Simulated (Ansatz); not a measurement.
Harmonic frequencies (cm⁻¹) at PBE0-D4/def2-TZVP from Ansatz: 68, 102, 112, 136, 154, 165, 170, 218, 226, 236, 251, 269, 335, 456, 684, 688, 715, 2425, 4012, 4017, 4021.

Each molecule was computed in one conformer, which needn't be the lowest.

(1) Which molecule is it?
A. `[OH][Hf]([OH])([F])[SeH]`
B. `[OH][Hf]([OH])([OH])[SeH]`
C. `[NH2][Hf]([OH])([F])[Cl]`
D. `[CH3][Hf]([Cl])([Cl])[Cl]`

## Answers

(1) B.
